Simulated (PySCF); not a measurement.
C8H9BO2, SMILES c1(ccc(C=C)cc1)B(O)O (GFN2-xTB optimised geometry):

```
20

C     -2.705    -3.098     0.080
C     -1.392    -2.916     0.000
C     -0.687    -1.641     0.000
C     -1.338    -0.405    -0.005
C     -0.618     0.771    -0.008
C      0.778     0.780    -0.005
B      1.566     2.151    -0.012
O      2.923     2.249     0.059
O      0.859     3.299    -0.093
C      1.422    -0.459     0.000
C      0.709    -1.641     0.000
H     -3.403    -2.283     0.156
H     -3.134    -4.086     0.073
H     -0.747    -3.785    -0.067
H     -2.416    -0.366    -0.011
H     -1.133     1.720    -0.014
H      3.403     1.425     0.120
H      1.407     4.086    -0.094
H      2.504    -0.506    -0.001
H      1.238    -2.584     0.002
```

Level of theory: CAM-B3LYP/def2-SVP (PySCF).

Problem. What are the frontier orbital energies and the dipole moment?

Solution. HOMO-2 -9.99 eV, HOMO-1 -8.52 eV, HOMO -7.68 eV, LUMO -0.15 eV, LUMO+1 1.16 eV; dipole moment 1.20 D.

Meta-Löwdin charges at CAM-B3LYP/def2-SVP: C1 -0.22, C2 -0.09, C3 0.02, C4 -0.11, C5 -0.07, C6 -0.12, B7 0.41, O8 -0.49, O9 -0.48, C10 -0.09, C11 -0.11, H12 0.10, H13 0.11, H14 0.10, H15 0.10, H16 0.11, H17 0.33, H18 0.33, H19 0.08, H20 0.10.
